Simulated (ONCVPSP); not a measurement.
How hard is this Hf ONCV potential?

hafnium (Hf), optimised norm-conserving Vanderbilt (ONCV), made with ONCVPSP 4.0.1 (PBE, scalar-relativistic). Core [Xe], reference 4f14 5d2 (charge +2). Waves: s scattering state at 0.45 Ha: rc 2.95 bohr, ncon 4, nbas 8, qcut 2.6 1/bohr, 1 projector; p scattering state at 0.15 Ha: rc 2.90 bohr, ncon 4, nbas 9, qcut 3.3 1/bohr, 1 projector; 5d: rc 3.10 bohr, ncon 3, nbas 8, qcut 5.2 1/bohr, 1 projector; 4f: rc 1.20 bohr, ncon 3, nbas 8, qcut 16.9 1/bohr, 2 projectors, debl 2.1 Ha. Local part: polynomial inside 1.10 bohr (lpopt 5, dvloc0 0 Ha). Core correction: none.

In the s channel the program set the typed energies aside and used 0.050 Ha. In the p channel the program set the typed energies aside and used 0.050 Ha.

For each optimised wave give the share of its norm inside rc, the residual kinetic energy above qcut (Ha) and the cutoffs (Ha) for errors of 10, 1, 0.1 and 0.01 mHa per electron.

```json
{"wave": "s projector 1", "norm inside rc": "0.217", "residual KE": "1.0e-03", "10 mHa": "2.5", "1 mHa": "3.8", "0.1 mHa": "16.7", "0.01 mHa": "21.6"}
{"wave": "p projector 1", "norm inside rc": "0.198", "residual KE": "9.3e-06", "10 mHa": "2.3", "1 mHa": "3.5", "0.1 mHa": "4.5", "0.01 mHa": "5.9"}
{"wave": "5d", "norm inside rc": "0.869", "residual KE": "8.1e-08", "10 mHa": "6.8", "1 mHa": "8.7", "0.1 mHa": "10.3", "0.01 mHa": "11.3"}
{"wave": "4f", "norm inside rc": "0.916", "residual KE": "1.0e-07", "10 mHa": "95.3", "1 mHa": "108.6", "0.1 mHa": "119.7", "0.01 mHa": "128.6"}
{"wave": "f projector 2", "norm inside rc": "0.060", "residual KE": "5.2e-08", "10 mHa": "85.2", "1 mHa": "101.9", "0.1 mHa": "115.1", "0.01 mHa": "125.2"}
```

The occupied waves need 109 Ha and 120 Ha for 1 and 0.1 mHa. Note: ghosts flagged at negative energy: s at -303.7 eV, p at -150.2 eV (a further GHOST(-) flag falls on a real empty level of the atom); GHOST(+) flagged for d at 187.5 eV. A true bound ghost makes a file unfit for plane-wave use. 3 of 4 tests not solved or not reliable.
